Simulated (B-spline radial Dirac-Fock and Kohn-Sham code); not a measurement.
Magnetic form factor of the 4f shell of Pm⁺

System: the Pm⁺ ion, 1s2 2s2 2p6 3s2 3p6 3d10 4s2 4p6 4d10 4f5 5s2 5p6 6s1.

Method: configuration-average Dirac-Fock orbitals. Computed with a radial atomic solver. ⟨j_K⟩ is the integral of the 4f radial density with the spherical Bessel function j_K(4πsr), s = sin θ/λ.

| s (Å⁻¹) | ⟨j0⟩ | ⟨j2⟩ | ⟨j4⟩ | ⟨j6⟩ |
| --- | --- | --- | --- | --- |
| 0 | 1.0000 | 0.0000 | 0.0000 | 0.0000 |
| 0.09 | 0.9275 | 0.0282 | 0.0006 | 0.0000 |
| 0.11 | 0.8949 | 0.0404 | 0.0012 | 0.0000 |
| 0.14 | 0.8385 | 0.0606 | 0.0028 | 0.0001 |
| 0.17 | 0.7761 | 0.0818 | 0.0053 | 0.0003 |
| 0.21 | 0.6884 | 0.1092 | 0.0102 | 0.0009 |
| 0.26 | 0.5790 | 0.1390 | 0.0184 | 0.0024 |
| 0.32 | 0.4570 | 0.1658 | 0.0302 | 0.0052 |
| 0.4 | 0.3193 | 0.1853 | 0.0469 | 0.0107 |
| 0.49 | 0.2013 | 0.1887 | 0.0638 | 0.0184 |
| 0.61 | 0.0965 | 0.1734 | 0.0800 | 0.0293 |
| 0.75 | 0.0289 | 0.1424 | 0.0887 | 0.0404 |
| 0.93 | -0.0079 | 0.1005 | 0.0873 | 0.0499 |
| 1.15 | -0.0179 | 0.0598 | 0.0749 | 0.0539 |
| 1.42 | -0.0140 | 0.0286 | 0.0553 | 0.0507 |

Radial moments of the shell: ⟨r²⟩ = 1.294, ⟨r⁴⟩ = 4.789, ⟨r⁶⟩ = 41.67 in powers of bohr.
